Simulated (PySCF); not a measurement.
A GIAO shielding run with PySCF 2.14 (density fitting, non-relativistic, gas phase) on `C[N](C)[Ga]([N](C)C)[N](C)C`, C6H18GaN3:

```
{"job": {"kind": "nmr", "xc": "PBE0", "basis": "pcSseg-1"}, "charge": 0, "multiplicity": 1}
C      2.635684    -0.970302     0.611417
N      1.810646     0.134273     0.206971
C      2.538950     1.350678    -0.022985
Ga    -0.002217     0.002731     0.006945
N     -1.054890     1.483439     0.215460
C     -0.686331     2.596842     1.044930
C     -2.329173     1.636229    -0.429792
N     -0.765232    -1.607359    -0.404273
C     -2.112941    -1.949998    -0.043791
C     -0.069078    -2.649138    -1.106662
H      3.198478    -0.747848     1.541859
H      2.027906    -1.866599     0.807038
H      3.389648    -1.240399    -0.157613
H      1.867718     2.154977    -0.360110
H      3.059581     1.711581     0.888955
H      3.317882     1.226082    -0.803766
H     -0.599575     3.542627     0.469808
H     -1.431265     2.781286     1.846820
H      0.282165     2.419452     1.536482
H     -2.361628     2.539353    -1.074236
H     -2.552924     0.771402    -1.072502
H     -3.162908     1.735740     0.296778
H     -2.153184    -2.854081     0.598870
H     -2.592078    -1.132594     0.515997
H     -2.746817    -2.163018    -0.930109
H      0.028676    -3.575678    -0.502592
H     -0.589673    -2.936012    -2.043981
H      0.946070    -2.327881    -1.384989
```

Hardware: 1 thread of an Arm Neoverse V2, shared host. The job also computes population analyses, field gradients.

Q: How large is the calculation?

A: 106 electrons, 284 basis functions and 1533 auxiliary functions.

Q: How long does it take?

A: 80 s of wall time, with 12 SCF cycles and 5 response iterations. Times on a shared host scatter by some tens of per cent.

Q: And these other runs on the same molecule and hardware: GIAO shielding at mPW1PW91/pcSseg-1?

A: mPW1PW91/pcSseg-1: 284 functions, 79 s.
